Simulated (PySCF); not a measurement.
UHF on O (oxygen, neutral)

Configuration: [He] 2s2 2p4, high-spin 3P determinant. Computed with PySCF 2.14 in 6-31G* (3s2p1d, 14 functions), with the non-relativistic Hamiltonian (point nucleus).

| Property | Result |
| --- | --- |
| Total energy | -74.783181 hartree |
| One-electron energy | -103.2196 hartree |
| Hartree (Coulomb) energy | 36.6508 hartree |
| Exchange energy | -8.2143 hartree |
| Kinetic energy | 74.69802 hartree |
| ⟨S²⟩ | 2.0055 |
| ⟨L²⟩ | 2.009 |
| Sum of ⟨r⟩ | 7.585 bohr |
| Sum of ⟨r²⟩ | 10.98 bohr² |
| Traceless quadrupole moment −½Σ⟨3z² − r²⟩ along its main axis | -0.873 e·bohr² |
| Density at the nucleus (Gaussians lack the cusp) | 292 bohr⁻³ |
| Spin density at the nucleus | 0.335 bohr⁻³ |
| Langevin diamagnetic susceptibility | -8.70 ×10⁻⁶ cm³/mol |
| Time after the integrals | 0.04 s of wall time on 1 thread of Neoverse-V2 (shared host) |

```tsv
shell	electrons	mean orbital energy (eV)	spread (eV)	rms radius, mean of both spins (bohr)
1s α	1	-563.60	0	0.230
1s β	1	-561.45	0	0.230
2s α	1	-38.327	0	1.27
2s β	1	-29.153	0	1.27
2p α	3	-18.198	2.620	1.38
2p β	1	-14.040	0	1.38
```
